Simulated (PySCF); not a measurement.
Species: C₇H₉BO.
Structure used (PBE0-D3(BJ)/def2-SVP), in Å, numbered top down from 1:
```xyz
18
C7H9BO angstrom
C      2.868   -0.155   -1.107
O      1.776   -0.988   -0.839
C      0.583   -0.469   -0.479
C      0.397    0.896   -0.364
C     -0.759    1.631   -0.006
C     -2.027    1.211    0.331
B     -2.548   -0.213    0.411
C     -1.681   -1.443    0.115
C     -0.369   -1.517   -0.258
H      3.703   -0.816   -1.372
H      2.667    0.525   -1.953
H      3.152    0.446   -0.226
H      1.270    1.515   -0.581
H     -0.583    2.715   -0.006
H     -2.719    2.030    0.562
H     -3.706   -0.398    0.724
H     -2.158   -2.427    0.206
H      0.080   -2.503   -0.429
```

Computed, not measured: PySCF 2.14.0, density-fitted response routines, TDDFT CAM-B3LYP/def2-SVPD, vertical, gas phase, core orbitals frozen in the response.

Transition dipole moments from the ground state, in atomic units and in the frame of the coordinates above (overall signs are arbitrary), for the states with f of 0.002 or more among the lowest 10:

```json
{"state": "S1", "E (eV)": "4.386", "μx": "0.580", "μy": "0.653", "μz": "-0.133"}
{"state": "S2", "E (eV)": "4.562", "μx": "0.926", "μy": "-0.791", "μz": "-0.296"}
{"state": "S4", "E (eV)": "5.812", "μx": "-0.017", "μy": "0.001", "μz": "-0.124"}
{"state": "S7", "E (eV)": "6.180", "μx": "-1.454", "μy": "-0.982", "μz": "0.365"}
{"state": "S8", "E (eV)": "6.226", "μx": "1.531", "μy": "-0.871", "μz": "-0.467"}
{"state": "S10", "E (eV)": "6.935", "μx": "0.091", "μy": "-0.014", "μz": "0.333"}
```

Question: Work out the oscillator strengths.

Answer: f = (2/3) ΔE |μ|² with ΔE in hartree (27.2114 eV).

| state | \|μ\|² (au) | \|μ\| (D) | f |
| --- | --- | --- | --- |
| S1 | 0.781 | 2.25 | 0.084 |
| S2 | 1.570 | 3.18 | 0.175 |
| S4 | 0.016 | 0.32 | 0.002 |
| S7 | 3.213 | 4.56 | 0.486 |
| S8 | 3.321 | 4.63 | 0.507 |
| S10 | 0.119 | 0.88 | 0.020 |

Question: The point group is Cs. Which irreducible representation does each state belong to?

Answer: From a totally symmetric ground state, an allowed state transforms like the component of the dipole operator along its μ. Polarised normal to the mirror plane, so A″: S4 and S10. Polarised in the mirror plane, so A′: S1, S2, S7 and S8.

Question: What angle do the transition dipoles of S7 and S10 make?

Answer: |cos θ| = |μa·μb| / (|μa| |μb|) = 0.01, so θ ≈ 90° (taken between 0 and 90°, since the signs are arbitrary).

Question: How is the summed strength of these states shared among x, y and z?

Answer: (2/3) Σ ΔE μα² gives 0.811 for x, 0.377 for y and 0.086 for z, 1.275 in all.

Question: What peak molar absorption coefficient would the strongest computed level give as a lone Gaussian band 0.3 eV wide at half height?

Answer: ε(max) = 2.175×10⁸ f / FWHM, with the width in cm⁻¹. S8: 2.175×10⁸ × 0.5066 / 2420 ≈ 46000 L mol⁻¹ cm⁻¹.

The vertical ionisation energy (ΔSCF) is 8.34 eV, 1.41 eV above S10.

One conformer stands for the species.
